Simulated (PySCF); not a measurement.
# Static response to an electric field

C8H7NO.
Atom-mapped SMILES: `[OH:1][c:2]1[cH:3][cH:4][cH:5][c:6]2[cH:7][cH:8][nH:9][c:10]12` (hydrogens: H11 on O1; H12 on C3; H13 on C4; H14 on C5; H15 on C7; H16 on C8; H17 on N9)

Geometry (PBE0-D3(BJ)/def2-SVP, Å), atoms numbered from 1 in this order:
```
atom  x, y, z in Å
O1    -0.786    2.353   -0.365
C2    -0.782    1.008   -0.204
C3    -1.912    0.222   -0.029
C4    -1.803   -1.176    0.132
C5    -0.577   -1.819    0.122
C6     0.586   -1.042   -0.054
C7     1.990   -1.325   -0.119
C8     2.635   -0.127   -0.310
N9     1.715    0.887   -0.366
C10    0.461    0.359   -0.214
H11   -1.695    2.669   -0.340
H12   -2.898    0.697   -0.017
H13   -2.718   -1.757    0.266
H14   -0.511   -2.901    0.248
H15    2.466   -2.300   -0.036
H16    3.698    0.082   -0.411
H17    1.909    1.868   -0.499
```

Level: CAM-B3LYP/def2-SVPD (PySCF), static field, nuclei fixed, core orbitals frozen in the response. The polarisability tensor in these axes (au):

```
x   137.54  -0.69  -5.56
y    -0.69 113.75  -6.67
z    -5.56  -6.67  59.20
```

What are the eigenvalues, a third of the trace, and Δα (Δα² = ½Σ(αi − αj)² over the three pairs)?

Principal values 58.01, 114.56 and 137.94 au; mean 103.50 au = 15.34 Å³ = 17.06 × 10⁻⁴⁰ C²·m²/J; Δα = 71.18 au (69 % of the mean).

What is the dipole moment, and where does it point?

(0.06, 1.64, -0.21) D, 1.65 D in size, pointing from the negative to the positive side. Measured along this direction, the outermost atoms are H14 at the negative end and H11 at the positive end.

Refractivity n − 1 of an ideal gas of it at 400 K and 1 atm, from the electronic α?

N = p/kT = 1.8347 × 10¹⁹ cm⁻³, so n − 1 = 2π × N × 15.34 × 10⁻²⁴ cm³ = 1768 × 10⁻⁶ at long wavelengths, for an ideal gas.

Find the Langevin capture rate constant for NH4+ (18.034 u) meeting this molecule (133.053 u), k = 2.342 × 10⁻⁹ cm³/s × √(α in Å³ / reduced mass in u).

The reduced mass is 15.88 u, so k = 2.30 × 10⁻⁹ cm³/s. The formula leaves out the permanent dipole, which adds to the capture rate.

Form Σ f/ω² (atomic units) for the 6 lowest TDDFT singlets, given as eV and f, and set it beside the mean polarisability, which is this sum over all singlets: 4.96, 0.0626; 5.17, 0.0636; 5.36, 0.0000; 6.00, 0.0014; 6.17, 0.0050; 6.25, 0.0011.

They add up to 3.79 au, 3.7 % of the 103.50 au; the largest single term is 1.88 au, from the state at 4.96 eV. Terms in order: 1.88, 1.76, 0.00, 0.03, 0.10, 0.02 au. Higher excitations give the rest. The strengths listed sum to 0.134.

What are the principal values of the traceless quadrupole moment, Θ = ½Σq(3rr − r²1), about the centre of nuclear charge?

-13.74, 2.64, 11.10 D·Å. The values depend on the origin, since the dipole doesn't vanish. The electronic extent ⟨r²⟩ about the same centre is 1246 bohr², a root-mean-square distance of 2.23 Å for the 70 electrons.

Isolated species at its PBE0-D3(BJ)/def2-SVP geometry (one conformer only).

The run behind these numbers computed excited states as well. Cost: about 2.2 min of CPU time on one thread; the machine was shared, so the figure is rough.
